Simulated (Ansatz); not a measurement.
Two isomers of C3H7FSn: A = `C=[CH][SnH]([CH3])[F]`, B = `C[CH](C)[Sn][F]`.

Isolated molecules relaxed with PBE0-D4/def2-TZVP in Ansatz; ΔE leaves out vibrations. CCSD(T)/CBS adds triple-zeta CCSD(T) − MP2 to the extrapolated MP2 energy (def2 sets, frozen cores). DFT in def2-TZVPP. Elements past krypton have def2 core potentials. For Sn outer-core shells are correlated without core-valence functions, which leaves a few kJ/mol of doubt a bond. Each species was taken in one conformer, which may not be the lowest.

(1) Which isomer does CCSD(T)/CBS put lower? Give the gap. (Estimate.)

(2) Give E(B) − E(A) in kJ/mol with CCSD(T)/def2-SVP, PBE0-D4, MP2/def2-TZVPP, CCSD(T)/def2-TZVPP, LDA (SPW92), BLYP-D4, CCSD/def2-TZVPP. (Estimate.)

(3) Does the order hold for the free energy at 298.15 K (harmonic terms from PBE0-D4)? (Best estimate.)

Largest T1 diagnostic: 0.014.

Results:

(1) Ansatz gave: B, by 81.9 kJ/mol.

(2) Computed: CCSD(T)/def2-SVP -97.6, PBE0-D4 -101.4, MP2/def2-TZVPP -91.5, CCSD(T)/def2-TZVPP -78.1, LDA (SPW92) -114.8, BLYP-D4 -106.9, CCSD/def2-TZVPP -80.2. None reverses the order clearly.

(3) Computed: Yes: G(B) − G(A) = -61.2 kJ/mol, for one conformer each. Modes under 60 cm⁻¹, often nearly free rotors, make the harmonic entropy too high.

From PBE to PBE0 (25 % exact exchange), in def2-TZVPP and without D4, E(B) − E(A) moves by +5.3 kJ/mol. The D4 term adds −6.0 kJ/mol with B3LYP and −2.8 kJ/mol with PBE0; it sums over pairs of atoms, weighted by their polarisabilities, and B3LYP, whose exchange is more repulsive, gets the larger term.

B3LYP here is the variant with VWN-RPA as its local correlation; programs differ in this.
